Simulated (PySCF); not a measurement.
## The second ionisation energy along group 6

Calculated with PySCF 2.14 from differences of total energies of unrestricted determinants, without spin-orbit coupling. Values in eV. The last column holds reference values (NIST; (s) semi-empirical, (t) theoretical, else measured). Unmarked ones compare directly (S terms, centres of terms, or small fine structure); those marked * lie between the lowest fine-structure levels and include a spin-orbit shift.

```tsv
element	configurations	UHF	PBE	PBE0	r2SCAN	MP2 (valence)	SCS-MP2 (valence)	reference
Cr (aug-cc-pVTZ with one added diffuse shell each of s, p, d, f, g type, non-relativistic)	[Ar] 3d5 → [Ar] 3d4	15.133	17.269	16.920	16.979	16.115	15.461	16.486 *
Mo (aug-cc-pVTZ-PP with one added diffuse shell each of s, p, d, f, g type with ECP28MDF, ECP)	[Kr] 4d5 → [Kr] 4d4	15.082	16.408	16.270	16.286	15.746	15.303	16.16 ± 0.12 (s) *
W (aug-cc-pVTZ-PP with one added diffuse shell each of s, p, d, f, g type with ECP60MDF, ECP)	[Xe] 4f14 5d4 6s1 → [Xe] 4f14 5d4	14.996	16.306	16.066	16.349	15.496	15.162	16.37 ± 0.15 (s) *
```

"Valence" correlates the outer s and p shells and, in groups 3 to 12 and the f block, the outer d or f shell, open or full, or the next shell where the ion has no valence electron left; the wider scheme adds the next inner shell.
